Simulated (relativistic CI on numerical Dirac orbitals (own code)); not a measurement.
**Spin-allowed bands of a d2 ion in an octahedral site, by hand**

Problem. Take Δ = 21450 cm⁻¹ and B = 970 cm⁻¹ for a d2 ion in an octahedral site. Calculate the three spin-allowed bands.

Working.
1. The terms of highest spin are 3F (energy 0) and 3P (15B = 14550 cm⁻¹). Here the F term splits into A2 at +1.2Δ = 25740, T2 at +0.2Δ = 4290 and T1 at −0.6Δ = -12870 cm⁻¹.
2. The two T1 states mix through the element 0.4Δ: H = [[-12870, 8580], [8580, 14550]], with roots ½(H₁₁ + H₂₂) ∓ ½√[(H₂₂ − H₁₁)² + 4H₁₂²] = ½(1680) ∓ ½(32347) = -15333 and 17013 cm⁻¹.
3. The ground term is 3T1 at -15333 cm⁻¹.
4. Bands: 3T2 19623 cm⁻¹ (510 nm), 3T1(P) 32347 cm⁻¹ (309 nm), 3A2 41073 cm⁻¹ (243 nm).

Check. Exact diagonalisation of the whole d2 shell with these parameters gives 3T2 19623, 3T1 32347, 3A2 41073 cm⁻¹. The match is exact, since without spin-orbit coupling no other term has this spin. The ratio of the second band to the first, 1.648, depends on Δ/B = 22.1 alone, which is how a Tanabe-Sugano diagram is read.
